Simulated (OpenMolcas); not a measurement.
Sb: input and output

Input:

```
&GATEWAY
Coord
1

Sb 0.0 0.0 0.0
Basis=ANO-RCC-VQZP
Group=XYZ
NoMove
AngMom=0.0 0.0 0.0
AMFI
&SEWARD
* reference wave functions (RASSCF and RASSI steps not shown): 5 electrons in 4 orbitals (5s 5p)
>>> COPY JOB001 $Project.JobIph
&CASPT2
Multistate=1 1
Frozen=8 6
IPEA=0.1
Shift=0.3
MaxIter=60
WThr=0.0 0.3 0.05
PrWF=0.5
NoMix
>>> COPY JOB002 $Project.JobIph
&CASPT2
Multistate=8 1 2 3 4 5 6 7 8
NoMult
Frozen=8 6
IPEA=0.1
Shift=0.3
MaxIter=60
WThr=0.0 0.3 0.05
PrWF=0.5
NoMix
```

Launched by
```bash
OMP_NUM_THREADS=1 MOLCAS_MEM=2252 MOLCAS_PROJECT=a pymolcas a.inp > a.log  # once for each step of the input, in one work folder
```

Output, cut to the results:

```
--- CASPT2 ---
Orbital specifications:
      -----------------------

      Symmetry species                           1   2
                                                ag  au
      Frozen orbitals                            8   6
      Inactive orbitals                          6   3
      Active orbitals                            1   3
      Secondary orbitals                        36  30
      Deleted orbitals                           0   0
      Number of basis functions                 51  42
Type of calculation                        SS-CASPT2
      Fock operator                              state-specific
      IPEA shift                                 0.10
      Real shift                                 0.30
      Imaginary shift                            0.00
      The input orbitals will be transformed to quasi-canonical
Reference energy:       -6476.4991756907
      E2 (Non-variational):      -0.7393990273
      Shift correction:          -0.0324335286
      E2 (Variational):          -0.7718325560
      Total energy:           -6477.2710082467
      Residual norm:              0.0000005896
      Reference weight:           0.90244
      Contributions to the CASPT2 correlation energy
      Active & Virtual Only:         -0.0583637528
      One Inactive Excited:          -0.1370256741
      Two Inactive Excited:          -0.5440096004
::    CASPT2 Root  1     Total energy:  -6477.27100825
--- CASPT2 ---
Orbital specifications:
      -----------------------

      Symmetry species                           1   2
                                                ag  au
      Frozen orbitals                            8   6
      Inactive orbitals                          6   3
      Active orbitals                            1   3
      Secondary orbitals                        36  30
      Deleted orbitals                           0   0
      Number of basis functions                 51  42
Type of calculation                        SS-CASPT2
      Fock operator                              state-specific
      IPEA shift                                 0.10
      Real shift                                 0.30
      Imaginary shift                            0.00
      The input orbitals will be transformed to quasi-canonical
Reference energy:       -6476.4390088552
      E2 (Non-variational):      -0.7525534837
      Shift correction:          -0.0350188917
      E2 (Variational):          -0.7875723755
      Total energy:           -6477.2265812307
      Residual norm:              0.0000006304
      Reference weight:           0.89547
      Contributions to the CASPT2 correlation energy
      Active & Virtual Only:         -0.0702498113
      One Inactive Excited:          -0.1382465988
      Two Inactive Excited:          -0.5440570736
Reference energy:       -6476.4390088552
      E2 (Non-variational):      -0.7525458582
      Shift correction:          -0.0350081482
      E2 (Variational):          -0.7875540064
      Total energy:           -6477.2265628617
      Residual norm:              0.0000006307
      Reference weight:           0.89550
      Contributions to the CASPT2 correlation energy
      Active & Virtual Only:         -0.0702439628
      One Inactive Excited:          -0.1382448544
      Two Inactive Excited:          -0.5440570410
::    CASPT2 Root  1     Total energy:  -6477.22658123
::    CASPT2 Root  2     Total energy:  -6477.22656286
::    CASPT2 Root  3     Total energy:  -6477.22628846
::    CASPT2 Root  4     Total energy:  -6477.22655523
::    CASPT2 Root  5     Total energy:  -6477.22665321
::    CASPT2 Root  6     Total energy:  -6477.19263735
::    CASPT2 Root  7     Total energy:  -6477.19263735
::    CASPT2 Root  8     Total energy:  -6477.19263735
```

Levels above the lowest, from the spin-orbit matrix with the single-state CASPT2 energies, averaged by term, on its diagonal:

```
Configuration  Term    J  E (eV)  Measured (eV)  Term weight %
      5s2 5p3   4S*  3/2  0.0000         0.0000             97
      5s2 5p3   2D*  3/2   1.140         1.0554             89
      5s2 5p3   2D*  5/2   1.267         1.2217            100
      5s2 5p3   2P*  1/2   2.197         2.0328            100
      5s2 5p3   2P*  3/2   2.369         2.2893             88
```

Against the 4 measured excited levels shown (NIST Handbook of Basic Atomic Spectroscopic Data) the mean absolute deviation is 760 cm-1; the largest miss in energy is 5s2 5p3 2P* 1/2: computed 2.197, measured 2.0328 eV (+8.1 %).

CASPT2 does not keep the components of a term degenerate, so their means are used; among the terms shown or strongly mixed into the levels shown the widest spread is 80 cm-1 (5s2 5p3 2D*). Terms from blocks run as CI alone lack orbitals of their own. Computed and measured levels are paired by configuration, term and J; levels that our copy of the source lacks, or whose pairing is in doubt (as where it misses far off the trend of its configuration), stay unpaired and out of the deviations. Levels of configurations outside the active space are missing. The first state left out of the spin-orbit step lies near 62000 cm-1 above the lowest spin-free state of the reference (among the parities and spins computed), and the list stops at four fifths of that energy or lower.

The CASPT2 steps took 3.6 s on 1 thread of Arm Neoverse V1, on a shared host; the integral step is not counted.

The term weight is that of the spin-free term in the level, not the purity of its configuration. * marks odd parity.
